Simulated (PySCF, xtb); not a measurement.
ReO₃, SMILES [O]=[Re+](=[O])=[O], charge +1, multiplicity 1.

Harmonic wavenumbers (cm⁻¹) from GFN2-xTB run with xtb 6.7.1 at its own minimum, in rising order: 300, 325, 325, 895, 919, 920.

Q: What does PBE-D3(BJ)/def2-TZVP (PySCF) give at its own minimum? (The exact figures need the calculation; the answer reports its results.)

A: 345, 370, 370, 986, 986, 1040. Paired by order, the mean absolute difference is 69 cm⁻¹ and the zero-point energies are 5.3 and 5.9 kcal/mol.
